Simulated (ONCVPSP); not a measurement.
## Sr (Z = 38), ONCV: configuration errors across variants

ONCVPSP 4.0.1 input, shortened (lines: element, Z, core and valence counts, functional; n l f; lmax; l rc ep ncon nbas qcut; lloc lpopt rc5 dvloc0; l nproj debl; icmod fcfact rcfact), LDA (Perdew-Zunger), scalar-relativistic:

```
  Sr 38.00    6    3        3      upf
    1    0    2.00
    2    0    2.00
    2    1    6.00
    3    0    2.00
    3    1    6.00
    3    2   10.00
    4    0    2.00
    4    1    6.00
    5    0    0.50
    3
    0    2.30    0.00    4    7    6.20
    1    1.85    0.00    5    9    7.60
    2    1.85    0.06    5    9    5.00
    3    1.95    0.29    4    9    4.90
    2    5    1.85    0.00
    0    2    1.20
    1    2    3.40
    2    0    0.40
    3    2    3.30
    2    0.45    1.05
```

In the d channel the program set the typed energies aside and used 0.050 Ha.

All-electron excitation energies from the reference (eV): (1) 4s2 4p6 5s2 -11.012; (2) 4s2 4p6 5s1 -4.949; (3) 4s2 4p6 5s0 6.232; (4) 4s2 4p5 5s2 17.367.

A true bound ghost makes a file unfit for plane-wave use even where its test errors are small: the radial tests pick states by their node count and pass the ghost by.

Errors AE − PS in meV (a dash: test not solved or not reliable):

```tsv
change	(1)	(2)	(3)	(4)	bound ghosts	GHOST(+) flags above zero
base	-0.3	+0.1	-0.7	+4.8	none	none
all radii but the core radius scaled by about 0.79 (s 1.82, p 1.46, d 1.46, f 1.54 bohr)	+0.5	+0.3	-0.4	-0.4	none	s
all radii but the core radius scaled by about 0.85 (s 1.96, p 1.58, d 1.58, f 1.66 bohr)	+0.1	+0.2	-0.5	+1.6	none	s
all radii but the core radius scaled by about 0.91 (s 2.08, p 1.68, d 1.68, f 1.76 bohr)	-0.1	+0.2	-0.6	+3.2	none	none
all radii but the core radius scaled by about 0.96 (s 2.20, p 1.78, d 1.78, f 1.88 bohr)	-0.2	+0.1	-0.6	+4.2	none	none
all radii but the core radius scaled by about 1.04 (s 2.38, p 1.92, d 1.92, f 2.02 bohr)	-0.4	+0.1	-0.7	+5.0	none	none
all radii but the core radius scaled by about 1.09 (s 2.50, p 2.02, d 2.02, f 2.12 bohr)	-0.4	+0.1	-0.7	+5.4	none	p
all radii but the core radius scaled by about 1.13 (s 2.60, p 2.10, d 2.10, f 2.22 bohr)	-0.7	0.0	-0.8	+2.3	p	none
all radii but the core radius scaled by about 1.25 (s 2.88, p 2.32, d 2.32, f 2.44 bohr)	-0.9	0.0	-0.9	+0.6	none	none
all radii but the core radius scaled by about 1.31 (s 3.00, p 2.42, d 2.42, f 2.54 bohr)	-1.1	0.0	-0.9	-0.1	none	none
```

**Question.** Give the same row for: all radii but the core radius scaled by about 1.21 (s 2.78, p 2.24, d 2.24, f 2.36 bohr).

**Answer.** -0.8, 0.0, -0.9, +1.9; bound ghosts: none; GHOST(+) flags above zero: p.
